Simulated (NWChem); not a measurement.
Everything below was run with NWChem. System: HFSi, charge 0, spin multiplicity 1, at a geometry optimised with B3LYP/def2-SVP. The structure started from a generated list of species. Level: CCSD(T)/def2-TZVP, 6 core orbitals frozen.

Input file:

```
start mol
memory heap 100 mb stack 700 mb global 1900 mb
geometry units angstroms nocenter noautoz
  Si    -0.455746     0.405832     0.000000
  H      0.551874     1.580483     0.000000
  F      0.647619    -0.806904     0.000000
  symmetry group Cs
end
basis spherical
  * library def2-tzvp
end
scf
  rhf
  nopen 0
  maxiter 100
  thresh 1e-7
  semidirect memsize 60000000 filesize 0
end
tce
  freeze core 6
  ccsd(t)
  2eorb
  2emet 13
  thresh 1e-6
  maxiter 100
  tilesize 24
end
task tce energy
```

Output (cleaned and shortened):

```
             Northwest Computational Chemistry Package (NWChem) 7.3.0
             --------------------------------------------------------

                                NWChem Input Module
                                -------------------

 Scaling coordinates for geometry "geometry" by  1.889725989
 (inverse scale =  0.529177249)

 Turning off AUTOSYM since
 SYMMETRY directive was detected!

                             Geometry "geometry" -> ""
                             -------------------------

 Output coordinates in angstroms (scale by  1.889725989 to convert to a.u.)

  No.       Tag          Charge          X              Y              Z
 ---- ---------------- ---------- -------------- -------------- --------------
    1 Si                  14.0000    -0.45574600     0.40583200     0.00000000
    2 H                    1.0000     0.55187400     1.58048300     0.00000000
    3 F                    9.0000     0.64761900    -0.80690400     0.00000000

 Effective nuclear repulsion energy (a.u.)      47.4476547834

            Nuclear Dipole moment (a.u.)
            ----------------------------
        X                 Y               Z
 ---------------- ---------------- ----------------
     0.0000018897    -0.0000094486     0.0000000000

      Symmetry information
      --------------------

 Group name             Cs
 Group number              2
 Group order               2
 No. of unique centers     3

      Symmetry unique atoms

     1    2    3


 Summary of "ao basis" -> "" (spherical)
 ------------------------------------------------------------------------------
       Tag                 Description            Shells   Functions and Types
 ---------------- ------------------------------  ------  ---------------------
 *                         def2-tzvp                  on all atoms

 Summary of "ao basis" -> "ao basis" (spherical)
 ------------------------------------------------------------------------------
       Tag                 Description            Shells   Functions and Types
 ---------------- ------------------------------  ------  ---------------------
 Si                        def2-tzvp                13       37   5s5p2d1f
 H                         def2-tzvp                 4        6   3s1p
 F                         def2-tzvp                11       31   5s3p2d1f

                                 NWChem SCF Module
                                 -----------------

  ao basis        = "ao basis"
  functions       =    74
  atoms           =     3
  closed shells   =    12
  open shells     =     0
  charge          =   0.00
  wavefunction    = RHF
  use symmetry    = T
  symmetry adapt  = T

 Summary of "ao basis" -> "ao basis" (spherical)
 ------------------------------------------------------------------------------
       Tag                 Description            Shells   Functions and Types
 ---------------- ------------------------------  ------  ---------------------
 Si                        def2-tzvp                13       37   5s5p2d1f
 H                         def2-tzvp                 4        6   3s1p
 F                         def2-tzvp                11       31   5s3p2d1f

      Symmetry analysis of basis
      --------------------------

        a'         51
        a"         23

 Forming initial guess at       0.1s

      Superposition of Atomic Density Guess
      -------------------------------------

 Sum of atomic energies:        -388.75329807

      Non-variational initial energy
      ------------------------------

 Total energy =    -388.790073
 1-e energy   =    -634.483699
 2-e energy   =     198.245970
 HOMO         =      -0.235033
 LUMO         =      -0.062489

      Symmetry analysis of molecular orbitals - initial
      -------------------------------------------------

  Numbering of irreducible representations:

     1 a'          2 a"

  Orbital symmetries:

     1 a'          2 a'          3 a'          4 a'          5 a'
     6 a"          7 a'          8 a'          9 a'         10 a"
    11 a'         12 a'         13 a"         14 a'         15 a'
    16 a'         17 a"         18 a'         19 a"         20 a'
    21 a'         22 a"

 Starting SCF solution at       0.7s

 ----------------------------------------------
         Quadratically convergent ROHF

 Convergence threshold     :          1.000E-07
 Maximum no. of iterations :          100
 Final Fock-matrix accuracy:          1.000E-09
 ----------------------------------------------

              iter       energy          gnorm     gmax       time
             ----- ------------------- --------- --------- --------
                 1     -388.9659833223  8.53D-01  2.14D-01      0.7
                 2     -389.0031869913  2.33D-01  6.46D-02      0.8
                 3     -389.0076560331  1.72D-02  4.12D-03      0.9
                 4     -389.0077016578  2.41D-04  6.97D-05      1.0
                 5     -389.0077016682  1.78D-08  4.30D-09      1.2

       Final RHF  results
       ------------------

         Total SCF energy =   -389.007701668189
      One-electron energy =   -635.475717647402
      Two-electron energy =    199.020361195790
 Nuclear repulsion energy =     47.447654783422

        Time for solution =      0.5s

       Symmetry analysis of molecular orbitals - final
       -----------------------------------------------

  Numbering of irreducible representations:

     1 a'          2 a"

  Orbital symmetries:

     1 a'          2 a'          3 a'          4 a"          5 a'
     6 a'          7 a'          8 a'          9 a'         10 a"
    11 a'         12 a'         13 a"         14 a'         15 a'
    16 a'         17 a"         18 a'         19 a"         20 a'
    21 a'         22 a"

             Final eigenvalues
             -----------------

              1
    1  -68.8387
    2  -26.2855
    3   -6.1808
    4   -4.2833
    5   -4.2829
    6   -4.2814
    7   -1.5779
    8   -0.7517
    9   -0.6657
   10   -0.6504
   11   -0.5659
   12   -0.3534
   13    0.0163
   14    0.1057
   15    0.1716
   16    0.2583
   17    0.3036
   18    0.3085
   19    0.3377
   20    0.3530
   21    0.4105
   22    0.4223

                       ROHF Final Molecular Orbital Analysis
                       -------------------------------------

 Vector   10  Occ=2.000000D+00  E=-6.503973D-01  Symmetry=a"
              MO Center=  6.0D-01, -7.5D-01, -1.5D-15, r^2= 5.7D-01
   Bfn.  Coefficient  Atom+Function         Bfn.  Coefficient  Atom+Function
  ----- ------------  ---------------      ----- ------------  ---------------
    51      0.470177  3 F  pz                54      0.417623  3 F  pz
    57      0.249349  3 F  pz

 Vector   11  Occ=2.000000D+00  E=-5.658756D-01  Symmetry=a'
              MO Center=  1.2D-01,  7.8D-01, -3.9D-15, r^2= 1.9D+00
   Bfn.  Coefficient  Atom+Function         Bfn.  Coefficient  Atom+Function
  ----- ------------  ---------------      ----- ------------  ---------------
     4      0.366687  1 Si s                  5      0.249010  1 Si s
    50     -0.234514  3 F  py                39      0.221336  2 H  s
     3     -0.219839  1 Si s                 53     -0.207325  3 F  py
    16      0.198482  1 Si py

 Vector   12  Occ=2.000000D+00  E=-3.533626D-01  Symmetry=a'
              MO Center= -6.8D-01,  5.3D-01,  1.3D-14, r^2= 2.3D+00
   Bfn.  Coefficient  Atom+Function         Bfn.  Coefficient  Atom+Function
  ----- ------------  ---------------      ----- ------------  ---------------
     5      0.452818  1 Si s                  4      0.368999  1 Si s
    15     -0.331941  1 Si px                 3     -0.215524  1 Si s
    39     -0.195776  2 H  s                 40     -0.192288  2 H  s
    18     -0.182184  1 Si px

 Vector   13  Occ=0.000000D+00  E= 1.632931D-02  Symmetry=a"
              MO Center= -5.1D-01,  5.1D-01,  8.0D-14, r^2= 3.5D+00
   Bfn.  Coefficient  Atom+Function         Bfn.  Coefficient  Atom+Function
  ----- ------------  ---------------      ----- ------------  ---------------
    20      0.724542  1 Si pz                17      0.312559  1 Si pz
    57     -0.159881  3 F  pz

 Vector   14  Occ=0.000000D+00  E= 1.056987D-01  Symmetry=a'
              MO Center= -6.8D-01,  3.9D-01,  8.6D-15, r^2= 4.8D+00
   Bfn.  Coefficient  Atom+Function         Bfn.  Coefficient  Atom+Function
  ----- ------------  ---------------      ----- ------------  ---------------
    19      1.162100  1 Si py                40     -0.586560  2 H  s
    48      0.510423  3 F  s                 18     -0.258606  1 Si px

 Vector   15  Occ=0.000000D+00  E= 1.716482D-01  Symmetry=a'
              MO Center= -6.5D-01,  4.6D-01, -2.7D-14, r^2= 5.7D+00
   Bfn.  Coefficient  Atom+Function         Bfn.  Coefficient  Atom+Function
  ----- ------------  ---------------      ----- ------------  ---------------
    40      2.023222  2 H  s                 18     -1.454001  1 Si px
     5     -1.382840  1 Si s                 19     -0.794430  1 Si py
    48      0.269677  3 F  s                  4     -0.197822  1 Si s
     3      0.152270  1 Si s

 center of mass
 --------------
 x =   0.00431416 y =  -0.09385394 z =   0.00000000

 moments of inertia (a.u.)
 ------------------
          69.195263984261          50.773182970562           0.000000000000
          50.773182970562          50.301140305031           0.000000000000
           0.000000000000           0.000000000000         119.496404289292

  Mulliken analysis of the total density
  --------------------------------------

    Atom       Charge   Shell Charges
 -----------   ------   -------------------------------------------------------
    1 Si  14    13.51   2.00  0.59  1.38  1.05  0.73  4.10  1.74  0.42  0.88  0.31  0.12  0.13  0.05
    2 H    1     1.08   0.24  0.57  0.27  0.01
    3 F    9     9.41   0.77  1.20  0.59  1.01  0.34  2.24  2.30  0.95  0.00  0.01  0.00

       Multipole analysis of the density wrt the origin
       ------------------------------------------------

     L   x y z        total         open         nuclear
     -   - - -        -----         ----         -------
     0   0 0 0     -0.000000      0.000000     24.000000

     1   1 0 0     -0.260559      0.000000      0.000002
     1   0 1 0      0.440947      0.000000     -0.000009
     1   0 0 1     -0.000000      0.000000      0.000000

     2   2 0 0    -16.260106      0.000000     24.951455
     2   1 1 0      0.054404      0.000000    -22.927155
     2   1 0 1      0.000000      0.000000      0.000000
     2   0 2 0    -14.847860      0.000000     38.080286
     2   0 1 1      0.000000      0.000000      0.000000
     2   0 0 2    -11.699108      0.000000      0.000000

                   NWChem Extensible Many-Electron Theory Module
                   ---------------------------------------------


            General Information
            -------------------
      Number of processors :     1
         Wavefunction type : Restricted Hartree-Fock
          No. of electrons :    24
           Alpha electrons :    12
            Beta electrons :    12
           No. of orbitals :   148
            Alpha orbitals :    74
             Beta orbitals :    74
        Alpha frozen cores :     6
         Beta frozen cores :     6
     Alpha frozen virtuals :     0
      Beta frozen virtuals :     0
         Spin multiplicity : singlet
    Number of AO functions :    74
       Number of AO shells :    28
        Use of symmetry is : on
      Symmetry adaption is : on
         Schwarz screening : 0.10D-09

          Correlation Information
          -----------------------
          Calculation type : Coupled-cluster singles & doubles w/ perturbation
   Perturbative correction : (T)
            Max iterations :      100
        Residual threshold : 0.10D-05
     T(0) DIIS level shift : 0.00D+00
     L(0) DIIS level shift : 0.00D+00
     T(1) DIIS level shift : 0.00D+00
     L(1) DIIS level shift : 0.00D+00
     T(R) DIIS level shift : 0.00D+00
     T(I) DIIS level shift : 0.00D+00
   CC-T/L Amplitude update :  5-th order DIIS
                I/O scheme : Global Array Library
        L-threshold :  0.10D-05
        EOM-threshold :  0.10D-05
 no EOMCCSD initial starts read in
 TCE RESTART OPTIONS
 SLICE:      F
 D4D5:       F
 quantumc:   F
 qrotation:  F
 pwtce:      F
 qducc:      F
 nacto:                         0
 nrotv:                         0
 nrot:                          0

            Memory Information
            ------------------
          Available GA space size is     249031324 doubles
          Available MA space size is     104850612 doubles

 Maximum block size supplied by input
 Maximum block size        24 doubles

 tile_dim =     21

 -------------------------------------------------
   1    alpha     a'     5 doubles       0       1
   2    alpha     a"     1 doubles       5       2
   3    beta      a'     5 doubles       6       1
   4    beta      a"     1 doubles      11       2
   5    alpha     a'    20 doubles      12       5
   6    alpha     a'    21 doubles      32       6
   7    alpha     a"    21 doubles      53       7
   8    beta      a'    20 doubles      74       5
   9    beta      a'    21 doubles      94       6
  10    beta      a"    21 doubles     115       7

 Global array virtual files algorithm will be used

 Parallel file system coherency ......... OK

 4-electron integrals stored in orbital form

 v2    file size   =          2986243
 4-index algorithm nr.  13 is used
 imaxsize =       30
 imaxsize ichop =        0


CCSD iterations
 ---------------------------------------------------------
 Iter          Residuum       Correlation     Cpu    Wall
 ---------------------------------------------------------
    1   0.1629441102851  -0.3488026736961     0.3     0.3
    2   0.0422180658498  -0.3570696508758     0.3     0.3
    3   0.0163573422132  -0.3649075791945     0.3     0.3
    4   0.0081255316600  -0.3661624213200     0.3     0.3
    5   0.0040847734377  -0.3670969869582     0.3     0.3
    6   0.0017187691561  -0.3675892792158     0.3     0.3
    7   0.0008660987476  -0.3676787719846     0.3     0.3
    8   0.0005145011793  -0.3676870254532     0.3     0.3
    9   0.0003200162502  -0.3676960683403     0.3     0.3
   10   0.0002027398147  -0.3677060786842     0.3     0.3
   11   0.0000397756735  -0.3677207709706     0.3     0.3
   12   0.0000197712002  -0.3677203413553     0.3     0.3
   13   0.0000110383869  -0.3677210994200     0.3     0.3
   14   0.0000067602796  -0.3677208868952     0.3     0.3
   15   0.0000041803314  -0.3677209293703     0.3     0.3
   16   0.0000009931487  -0.3677208027534     0.3     0.3
 -----------------------------------------------------------------
 Iterations converged
 CCSD correlation energy / hartree =        -0.367720802753436
 CCSD total energy / hartree       =      -389.375422470942453

 Singles contributions

 Doubles contributions
 CCSD(T)
 Using plain CCSD(T) code
             total no. of tasks           74
 total no. of tasks / no. procs           74
                         wl_min         8400           4.5
                         wl_max      1157625          10.2
        thresh for no. of tasks           74

 CCSD[T]  correction energy / hartree =        -0.011972246604102
 CCSD[T] correlation energy / hartree =        -0.379693049357539
 CCSD[T] total energy / hartree       =      -389.387394717546556
 CCSD(T)  correction energy / hartree =        -0.011097431876191
 CCSD(T) correlation energy / hartree =        -0.378818234629627
 CCSD(T) total energy / hartree       =      -389.386519902818634

 Task  times  cpu:       18.4s     wall:       18.4s

 Total times  cpu:       18.5s     wall:       18.5s
```
